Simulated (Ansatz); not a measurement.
Steps of a relaxation of `CBNCF` with RKS PBE-D4/def2-SVP.

```sh
$ ansatz run in.yaml --threads 4 --pin off --events-out ev --progress --plain --max-ram 10444MiB
```

```yaml
crystal:
  periodic: [false, false, false]
  atoms:
    - {symbol: C, position_ang: [-1.721600, 0.479900, -0.563100]}
    - {symbol: B, position_ang: [-0.438000, -0.332900, -0.560100]}
    - {symbol: N, position_ang: [0.265500, -0.574200, 0.746500]}
    - {symbol: C, position_ang: [1.732400, -0.028800, 0.690700]}
    - {symbol: F, position_ang: [1.628100, 1.335800, 0.598700]}
    - {symbol: H, position_ang: [-1.560500, 1.561400, -0.195400]}
    - {symbol: H, position_ang: [-2.502300, 0.040100, 0.075400]}
    - {symbol: H, position_ang: [-2.119600, 0.608800, -1.618800]}
    - {symbol: H, position_ang: [-0.009800, -0.766800, -1.525100]}
    - {symbol: H, position_ang: [0.369800, -1.611100, 0.902500]}
    - {symbol: H, position_ang: [2.195100, -0.320700, 1.640200]}
    - {symbol: H, position_ang: [2.237900, -0.446700, -0.157400]}
basis:
  gaussian: {orbitals: def2-SVP}
hamiltonian: {xc: pbe, dispersion: d4}
relax: {f_tol: 0.03, max_steps: 200}
```

Positions (Å) and forces (eV/Å) along the path, 10 of 17 steps:

```xyz
12
step=1 energy=-7056.8861 eV
C    -1.722    0.480   -0.563   -0.880    1.947   -1.343
B    -0.438   -0.333   -0.560    0.302    0.229    2.602
N     0.266   -0.574    0.747    1.759    0.074   -0.098
C     1.732   -0.029    0.691   -3.538   -0.480    0.909
F     1.628    1.336    0.599    0.300   -0.066   -0.147
H    -1.560    1.561   -0.195    0.013   -1.178   -0.035
H    -2.502    0.040    0.075   -0.223   -0.062    0.312
H    -2.120    0.609   -1.619    0.010   -0.192    0.752
H    -0.010   -0.767   -1.525    0.995   -0.804   -1.981
H     0.370   -1.611    0.902   -0.088    0.759   -0.112
H     2.195   -0.321    1.640    0.373   -0.042    0.361
H     2.238   -0.447   -0.157    0.976   -0.186   -1.220
12
step=2 energy=-7057.2557 eV
C    -1.740    0.479   -0.594   -0.499    0.401   -0.476
B    -0.420   -0.325   -0.543    0.162    0.264    0.796
N     0.258   -0.543    0.774    1.325    0.173   -0.421
C     1.689   -0.053    0.687   -1.785   -0.577    0.479
F     1.658    1.316    0.598    0.040    0.123   -0.088
H    -1.554    1.514   -0.190    0.067   -0.382   -0.067
H    -2.500    0.052    0.093   -0.060   -0.020    0.121
H    -2.186    0.586   -1.615    0.101   -0.052    0.348
H     0.112   -0.712   -1.552    0.345   -0.144   -0.481
H     0.341   -1.565    0.947   -0.182    0.294    0.113
H     2.198   -0.351    1.624    0.168   -0.039    0.086
H     2.220   -0.452   -0.194    0.318   -0.041   -0.410
12
step=5 energy=-7057.8358 eV
C    -1.844    0.362   -0.610    0.274   -0.327    0.255
B    -0.359   -0.159   -0.583    0.365    0.084   -0.085
N     0.316   -0.419    0.694   -0.274   -1.307   -0.728
C     1.726   -0.172    0.674    0.346    0.256   -0.100
F     1.880    1.215    0.564    0.150   -0.183    0.115
H    -1.672    1.415   -0.275   -0.086    0.048   -0.119
H    -2.505   -0.067    0.174    0.008   -0.006   -0.090
H    -2.350    0.391   -1.590   -0.038   -0.055   -0.055
H     0.371   -0.227   -1.617   -0.477    0.373    0.626
H     0.025   -1.289    1.201    0.013    1.161    0.041
H     2.220   -0.506    1.617   -0.108   -0.048   -0.060
H     2.268   -0.601   -0.214   -0.172    0.004    0.200
12
step=9 energy=-7058.6461 eV
C    -1.900    0.262   -0.606   -0.026    0.138    0.091
B    -0.338    0.085   -0.609    0.201    0.043   -0.140
N     0.393   -0.341    0.517   -0.090   -0.561    1.041
C     1.821   -0.327    0.667    0.042    0.432   -0.598
F     2.275    0.982    0.821    0.113    0.017    0.199
H    -2.082    1.364   -0.554   -0.060   -0.106   -0.025
H    -2.431   -0.201    0.252    0.021    0.007   -0.006
H    -2.380   -0.074   -1.549    0.052   -0.013    0.016
H     0.337    0.378   -1.582   -0.022   -0.038   -0.100
H    -0.104   -0.559    1.400    0.124    0.187   -0.430
H     2.195   -0.911    1.541   -0.357   -0.038   -0.071
H     2.291   -0.713   -0.264    0.003   -0.068    0.024
12
step=10 energy=-7058.6933 eV
C    -1.885    0.284   -0.595   -0.154    0.052   -0.056
B    -0.328    0.060   -0.622    0.057    0.108    0.170
N     0.398   -0.303    0.539   -0.036   -0.077    0.028
C     1.824   -0.304    0.653   -0.018   -0.016    0.209
F     2.309    0.954    1.016   -0.027   -0.073   -0.018
H    -2.149    1.372   -0.553    0.210   -0.175   -0.054
H    -2.408   -0.194    0.259   -0.007   -0.038    0.004
H    -2.323   -0.087   -1.544   -0.151   -0.025    0.034
H     0.304    0.197   -1.658    0.092    0.034    0.059
H    -0.110   -0.437    1.425    0.169    0.132   -0.172
H     2.173   -1.019    1.438   -0.129    0.047   -0.131
H     2.272   -0.577   -0.324   -0.005    0.031   -0.071
12
step=12 energy=-7058.7296 eV
C    -1.894    0.276   -0.595    0.064   -0.111   -0.066
B    -0.331    0.103   -0.607   -0.054   -0.174    0.185
N     0.400   -0.274    0.543   -0.058    0.126   -0.076
C     1.822   -0.308    0.645    0.075   -0.100   -0.022
F     2.324    0.856    1.222    0.003   -0.042    0.019
H    -2.142    1.337   -0.815   -0.053    0.022    0.017
H    -2.390   -0.016    0.354   -0.013    0.061   -0.003
H    -2.347   -0.312   -1.423   -0.025    0.036    0.036
H     0.317    0.249   -1.623    0.091    0.095   -0.142
H    -0.094   -0.393    1.434    0.033   -0.008    0.007
H     2.160   -1.165    1.275   -0.021    0.072    0.006
H     2.252   -0.409   -0.375   -0.042    0.022    0.038
12
step=13 energy=-7058.7275 eV rejected
C    -1.897    0.260   -0.600   -0.040    0.377   -0.069
B    -0.332    0.093   -0.614    0.056    0.184    0.075
N     0.403   -0.253    0.541   -0.061    0.001    0.004
C     1.825   -0.315    0.644   -0.057    0.138    0.163
F     2.345    0.823    1.267   -0.048   -0.153   -0.063
H    -2.150    1.324   -0.883    0.079   -0.488    0.143
H    -2.380    0.031    0.375   -0.004    0.045   -0.062
H    -2.368   -0.373   -1.381   -0.030    0.008   -0.018
H     0.327    0.309   -1.619   -0.021   -0.085   -0.051
H    -0.088   -0.378    1.432    0.011   -0.034   -0.010
H     2.147   -1.194    1.246    0.020   -0.002    0.041
H     2.246   -0.383   -0.375    0.096    0.009   -0.153
12
step=14 energy=-7058.7346 eV
C    -1.894    0.270   -0.596    0.036   -0.045   -0.021
B    -0.329    0.106   -0.614   -0.036   -0.073    0.076
N     0.403   -0.257    0.537   -0.025    0.066   -0.013
C     1.824   -0.311    0.647    0.037   -0.031    0.003
F     2.337    0.834    1.251   -0.005   -0.027   -0.003
H    -2.153    1.323   -0.839   -0.026    0.015    0.008
H    -2.381    0.004    0.364   -0.013    0.030    0.009
H    -2.358   -0.338   -1.402   -0.016    0.001   -0.001
H     0.314    0.271   -1.635    0.055    0.037   -0.055
H    -0.091   -0.382    1.428    0.015   -0.005   -0.013
H     2.147   -1.179    1.266   -0.005    0.018    0.002
H     2.258   -0.397   -0.372   -0.017    0.014    0.006
12
step=15 energy=-7058.7363 eV
C    -1.895    0.265   -0.598   -0.006   -0.004   -0.008
B    -0.328    0.117   -0.613    0.009    0.005    0.004
N     0.405   -0.231    0.541   -0.022   -0.040   -0.018
C     1.825   -0.314    0.646   -0.017    0.029    0.008
F     2.354    0.809    1.274    0.040   -0.015    0.010
H    -2.172    1.308   -0.870   -0.001   -0.001   -0.001
H    -2.379    0.024    0.371   -0.003    0.008    0.008
H    -2.354   -0.372   -1.384   -0.009   -0.005   -0.006
H     0.321    0.293   -1.633   -0.001   -0.001    0.002
H    -0.089   -0.368    1.430    0.009    0.006   -0.006
H     2.133   -1.200    1.246    0.003    0.006    0.008
H     2.254   -0.385   -0.376   -0.003    0.011   -0.002
12
step=17 energy=-7058.7369 eV
C    -1.896    0.267   -0.598   -0.003   -0.010   -0.008
B    -0.329    0.123   -0.612    0.007    0.018    0.016
N     0.405   -0.227    0.542   -0.013    0.007   -0.010
C     1.826   -0.313    0.645    0.005   -0.030    0.009
F     2.362    0.785    1.309   -0.001    0.008    0.002
H    -2.182    1.294   -0.915    0.004   -0.003    0.001
H    -2.377    0.064    0.381    0.002    0.002    0.000
H    -2.352   -0.408   -1.354   -0.009   -0.001   -0.002
H     0.322    0.300   -1.631   -0.007   -0.001   -0.002
H    -0.088   -0.368    1.430    0.011    0.003   -0.007
H     2.131   -1.219    1.217    0.008    0.002    0.001
H     2.254   -0.353   -0.379   -0.004    0.003    0.002
```

Hardware: 4 threads of an Arm Neoverse V1 on a shared host. Wall time 20 s, peak host memory 0.15 GiB.
